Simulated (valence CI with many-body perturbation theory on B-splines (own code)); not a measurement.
# Rh32+: electric-dipole lines

Method: configuration interaction combined with many-body perturbation theory (CI+MBPT): three valence electrons over a frozen Dirac-Fock core [Ne], a basis of 11 s, 11 p, 9 d, 7 f, 5 g, 2 h, 1 i functions for each j, with the one-electron correlation potential Σ1, the two-electron term Σ2, the three-electron term Σ3, Breit, model QED; selected CI, second order for the rest (own B-spline code, finite nucleus).

No measured spectrum was set against this ion. As an estimate, large intervals hold to a few tenths of a per cent, small ones and those within an open d or f shell to about a per cent.

Lines 51 to 100 of 281 in falling wavelength, among levels below 390.86 eV, chosen from the strongest by gf and those to the six lowest levels. Wavelengths and rates use the calculated energies. Electric multipoles are in the length gauge, E1 and E2 with the static RPA response of the core. Weak lines are less certain than strong ones. Lines between different terms over intervals too small for the method are left out, as are lines whose strength nearly cancels. The highest levels of a list are the least certain.

Levels are named by their leading jj configuration (3d3/2^4 stands for four electrons in 3d with j = 3/2), which in mixed levels can hold well under half, so a name can repeat and another be missing. Letters in brackets count levels of one name in rising energy.

```
λ vac (Å)                          Upper                       Lower   A (s⁻¹)  S (a.u.)
    125.3     (3s 3p1/2 3p3/2) J=3/2 [a]          (3s^2 3p1/2) J=1/2  1.06e+08  4.13e-04
    123.4          (3p1/2^2 3p3/2) J=3/2  (3s 3p1/2 3p3/2) J=3/2 [a]  7.12e+09  2.64e-02
    120.5          (3p3/2^2 3d5/2) J=9/2  (3s 3p3/2 3d5/2) J=7/2 [b]  1.23e+10  1.06e-01
    120.0             (3s 3p3/2^2) J=5/2          (3s^2 3p3/2) J=3/2  3.01e+09  1.54e-02
    119.9          (3p3/2^2 3d3/2) J=7/2  (3s 3p3/2 3d5/2) J=7/2 [c]  5.06e+09  3.44e-02
    118.9     (3s 3p1/2 3d5/2) J=5/2 [a]  (3s 3p1/2 3p3/2) J=3/2 [b]  5.18e+08  2.58e-03
    117.7     (3s 3p1/2 3d3/2) J=3/2 [a]      (3s 3p1/2 3p3/2) J=5/2  4.79e+09  1.54e-02
    117.3          (3p1/2 3p3/2^2) J=3/2  (3s 3p1/2 3p3/2) J=3/2 [b]  9.06e+08  2.89e-03
    114.4          (3p3/2^2 3d5/2) J=7/2  (3s 3p3/2 3d5/2) J=5/2 [a]  1.45e+10  8.58e-02
    113.9      (3p1/2 3p3/2 3d3/2) J=7/2      (3s 3p1/2 3d5/2) J=7/2  7.18e+09  4.19e-02
    113.9         (3s 3p1/2 3d3/2) J=5/2      (3s 3p1/2 3p3/2) J=5/2  2.24e+08  9.81e-04
    112.2  (3p1/2 3p3/2 3d5/2) J=5/2 [c]  (3s 3p3/2 3d3/2) J=3/2 [a]  1.23e+10  5.16e-02
    111.8     (3s 3p1/2 3d3/2) J=3/2 [b]  (3s 3p1/2 3p3/2) J=3/2 [b]  4.84e+09  1.33e-02
    111.6         (3s 3p1/2 3d3/2) J=1/2  (3s 3p1/2 3p3/2) J=3/2 [b]  1.53e+08  2.10e-04
    111.4  (3p1/2 3p3/2 3d5/2) J=7/2 [b]  (3s 3p1/2 3d5/2) J=5/2 [c]  4.76e+10  2.60e-01
    111.2  (3p1/2 3p3/2 3d5/2) J=7/2 [a]  (3s 3p1/2 3d5/2) J=5/2 [b]  2.48e+10  1.35e-01
    109.9     (3s 3p1/2 3d5/2) J=5/2 [b]  (3s 3p1/2 3p3/2) J=3/2 [b]  3.78e+08  1.49e-03
    109.6          (3p3/2^2 3d3/2) J=7/2  (3s 3p3/2 3d5/2) J=7/2 [b]  5.47e+10  2.84e-01
    109.4     (3s 3p1/2 3d3/2) J=3/2 [a]  (3s 3p1/2 3p3/2) J=3/2 [a]  5.14e+07  1.33e-04
    108.4  (3p1/2 3p3/2 3d5/2) J=7/2 [a]      (3s 3p1/2 3d5/2) J=7/2  9.44e+09  4.75e-02
    107.9      (3p1/2 3p3/2 3d5/2) J=1/2      (3s 3p1/2 3d5/2) J=3/2  2.62e+10  3.25e-02
    107.8  (3p1/2 3p3/2 3d5/2) J=5/2 [c]      (3s 3p1/2 3d5/2) J=3/2  6.75e+10  2.50e-01
    107.4     (3s 3p3/2 3d3/2) J=5/2 [b]          (3s 3p3/2^2) J=3/2  1.80e+10  6.62e-02
    106.2     (3s 3p1/2 3d5/2) J=5/2 [a]      (3s 3p1/2 3p3/2) J=5/2  5.73e+09  2.03e-02
    106.1         (3s 3p1/2 3d3/2) J=5/2  (3s 3p1/2 3p3/2) J=3/2 [a]  1.60e+08  5.66e-04
    105.9      (3p1/2 3p3/2 3d3/2) J=5/2      (3s 3p1/2 3d3/2) J=5/2  8.36e+09  2.94e-02
    105.9     (3s 3p3/2 3d3/2) J=3/2 [b]          (3s^2 3d3/2) J=3/2  5.51e+10  1.29e-01
    105.3     (3s 3p3/2 3d5/2) J=7/2 [c]          (3s^2 3d5/2) J=5/2  1.29e+11  5.94e-01
    105.3          (3p3/2^2 3d5/2) J=7/2  (3s 3p3/2 3d5/2) J=7/2 [a]  2.32e+10  1.07e-01
    104.9          (3p1/2 3p3/2^2) J=3/2      (3s 3p1/2 3p3/2) J=5/2  2.33e+10  5.31e-02
    104.5     (3s 3p3/2 3d5/2) J=7/2 [a]          (3s 3p3/2^2) J=5/2  1.18e+10  5.30e-02
    104.3          (3p3/2^2 3d3/2) J=1/2  (3s 3p3/2 3d3/2) J=1/2 [a]  2.38e+10  2.67e-02
    104.2      (3p1/2 3p3/2 3d5/2) J=9/2      (3s 3p1/2 3d5/2) J=7/2  2.56e+10  1.43e-01
    103.8     (3s 3p1/2 3p3/2) J=3/2 [b]          (3s^2 3p1/2) J=1/2  3.08e+10  6.80e-02
    103.4  (3p1/2 3p3/2 3d5/2) J=5/2 [a]      (3s 3p1/2 3d5/2) J=7/2  1.62e+10  5.30e-02
    103.3  (3p1/2 3p3/2 3d5/2) J=7/2 [a]  (3s 3p1/2 3d5/2) J=5/2 [a]  2.21e+10  9.64e-02
    102.8      (3p1/2 3p3/2 3d3/2) J=5/2  (3s 3p1/2 3d3/2) J=3/2 [a]  1.50e+10  4.83e-02
    102.5             (3s^2 3d3/2) J=3/2          (3s^2 3p3/2) J=3/2  1.37e+10  2.91e-02
    102.4  (3p1/2 3p3/2 3d5/2) J=5/2 [c]  (3s 3p1/2 3d5/2) J=5/2 [c]  2.26e+10  7.20e-02
    102.1  (3p1/2 3p3/2 3d5/2) J=3/2 [b]  (3s 3p1/2 3d5/2) J=5/2 [c]  5.09e+10  1.07e-01
    102.1          (3p3/2^2 3d5/2) J=9/2  (3s 3p3/2 3d5/2) J=7/2 [a]  2.59e+10  1.36e-01
    102.0  (3p1/2 3p3/2 3d3/2) J=3/2 [a]      (3s 3p1/2 3d3/2) J=5/2  2.88e+10  6.04e-02
    101.9  (3p1/2 3p3/2 3d5/2) J=5/2 [b]  (3s 3p1/2 3d5/2) J=5/2 [b]  3.63e+10  1.14e-01
    101.8          (3p3/2^2 3d3/2) J=3/2  (3s 3p3/2 3d3/2) J=1/2 [a]  1.96e+10  4.08e-02
    101.8     (3s 3p3/2 3d3/2) J=1/2 [b]          (3s 3p3/2^2) J=1/2  3.11e+10  3.25e-02
    101.7          (3p1/2^2 3d5/2) J=5/2       (3p1/2^2 3p3/2) J=3/2  9.02e+09  2.81e-02
    101.6          (3p3/2^2 3d3/2) J=3/2  (3s 3p3/2 3d3/2) J=3/2 [a]  2.05e+10  4.24e-02
    101.6          (3p3/2^2 3d5/2) J=7/2      (3s 3p3/2 3d5/2) J=9/2  1.72e+10  7.10e-02
    101.4          (3p3/2^2 3d3/2) J=7/2  (3s 3p3/2 3d5/2) J=5/2 [a]  3.32e+10  1.37e-01
    101.4          (3p3/2^2 3d3/2) J=3/2  (3s 3p3/2 3d3/2) J=5/2 [a]  1.59e+10  3.27e-02
```
